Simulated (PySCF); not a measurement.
The scaffold BH2-X carries different groups X. All species are isolated molecules in the gas phase. One relaxed conformer stands for each flexible species; it need not be the lowest. Strings in code marks are SMILES.

Level of theory: PBE-D3(BJ)/def2-TZVP // M06-2X/def2-TZVP in PySCF. All candidates: neutral, multiplicity 1. Excitations are Tamm–Dancoff values on a coarser integration grid. The basis has no diffuse functions, so Rydberg states are missing or too high.

The HOMO–LUMO gap is 4.56 eV and the S1 excitation (TDA) is 4.87 eV. The HOMO is -7.25 eV.

Task: Which member has these values?
(A) `BC#CC`
(B) `BB`
(C) `B[Si](C)(C)C`
(D) `BCl`

Result: B, `BB`. The others give `BCl`: 4.43 eV, 4.57 eV, -7.28 eV; `BC#CC`: 3.37 eV, 3.45 eV, -6.29 eV; `B[Si](C)(C)C`: 3.24 eV, 3.59 eV, -6.32 eV
